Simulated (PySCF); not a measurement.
A PySCF script (with the pyscf-properties extension) for the NMR shieldings of `InChI=1S/C5H13BO2Si2/c1-2-9-10-5-3-7-6-8-4-5/h3-4H,2,6,9-10H2,1H3`, on a GFN2-xTB geometry:

```python
import basis_set_exchange as bse
import numpy as np
from pyscf import gto, dft
from pyscf.prop import nmr

atoms = """
C    -1.944090    1.390360   -0.012818
C    -2.881150    0.187935    0.008699
Si   -2.047422   -1.413508   -0.610128
Si   -0.086965   -1.829567    0.557180
C     1.237601   -0.571674    0.113837
C     2.003897    0.093710    1.070098
O     2.907143    0.942287    0.846645
B     3.324909    1.305161   -0.590451
O     2.371456    0.624365   -1.589902
C     1.497862   -0.196780   -1.203474
H    -1.569976    1.571611   -1.018818
H    -1.089006    1.229353    0.642762
H    -2.459401    2.289760    0.321003
H    -3.756963    0.410521   -0.602984
H    -3.248275    0.042960    1.026546
H    -1.818765   -1.259169   -2.057961
H    -3.025842   -2.500885   -0.468873
H    -0.216369   -1.740041    2.020094
H     0.475204   -3.161534    0.287157
H     1.807231   -0.106306    2.126577
H     3.207901    2.479727   -0.719210
H     4.417237    0.868829   -0.774534
H     0.889031   -0.630130   -2.002247
"""
names = dict.fromkeys(["C", "Si", "O", "B", "H"], "pcSseg-1")
basis = {el: gto.basis.parse(bse.get_basis(n, elements=[el], fmt="nwchem")) for el, n in names.items()}
mol = gto.M(atom=atoms, basis=basis, charge=0, verbose=0)
mf = dft.RKS(mol, xc="PBE0")
mf.grids.level = 2
mf.grids.alignment = dft.numint.BLKSIZE   # the property module wants whole blocks of grid points
mf.conv_tol = 1e-9
mf.kernel()

calc = nmr.RKS(mf)   # GIAO
C = mf.mo_coeff
Co = C[:, mf.mo_occ > 0]
resp = mf.gen_response(singlet=True, hermi=2)
def vind(x):   # induced exchange potential for any number of trial vectors
    d = np.einsum("pi,xij,qj->xpq", C, 2 * x.reshape(-1, C.shape[1], Co.shape[1]), Co, optimize=True)
    return np.einsum("xpq,pi,qj->xij", resp(d - d.transpose(0, 2, 1)), C, Co, optimize=True).ravel()
mo1, _ = nmr.rhf.solve_mo1(calc, with_cphf=vind)
sigma = calc.kernel(mo1)
for i, s in enumerate(sigma):   # ppm
    w = np.linalg.eigvalsh((s + s.T) / 2)
    print("%2d %-2s iso %8.1f  s11 %8.1f  s22 %8.1f  s33 %8.1f" % (i, mol.atom_pure_symbol(i), w.mean(), *w))
```

Q: What does it print?

A: 
```
 0 C  iso    171.8  s11    165.7  s22    168.1  s33    181.6
 1 C  iso    180.6  s11    174.3  s22    180.4  s33    187.2
 2 Si iso    426.2  s11    397.9  s22    405.1  s33    475.5
 3 Si iso    427.6  s11    400.0  s22    420.6  s33    462.2
 4 C  iso     88.0  s11    -16.0  s22    115.2  s33    164.8
 5 C  iso     -4.9  s11   -110.2  s22     -9.7  s33    105.3
 6 O  iso     39.1  s11   -206.1  s22    -20.7  s33    344.2
 7 B  iso     97.5  s11     87.3  s22    101.3  s33    104.0
 8 O  iso     36.8  s11   -210.2  s22    -31.4  s33    351.9
 9 C  iso     -5.7  s11   -113.8  s22    -14.0  s33    110.5
10 H  iso     30.7  s11     27.2  s22     28.9  s33     36.1
11 H  iso     30.6  s11     25.4  s22     30.4  s33     36.1
12 H  iso     30.1  s11     24.8  s22     27.6  s33     38.0
13 H  iso     30.6  s11     25.3  s22     28.5  s33     37.9
14 H  iso     30.8  s11     26.7  s22     28.6  s33     37.2
15 H  iso     27.8  s11     24.9  s22     25.9  s33     32.6
16 H  iso     27.7  s11     24.0  s22     25.5  s33     33.7
17 H  iso     27.6  s11     25.4  s22     25.8  s33     31.6
18 H  iso     27.3  s11     23.1  s22     25.5  s33     33.4
19 H  iso     24.0  s11     21.7  s22     22.5  s33     27.7
20 H  iso     27.5  s11     25.4  s22     27.9  s33     29.1
21 H  iso     27.5  s11     25.3  s22     27.9  s33     29.2
22 H  iso     23.9  s11     21.3  s22     22.5  s33     28.0
```

These numbers come from an equivalent density-fitted implementation of the same equations, which agrees with the script to about 0.01 ppm for H and up to a few tenths of a ppm for heavy atoms, so last digits may differ.

Size and cost of the density-fitted run: 249 basis functions, 3.6 min wall time (2.9 min CPU) on 1 thread of an AMD EPYC, shared host; peak memory 1.2 GiB.
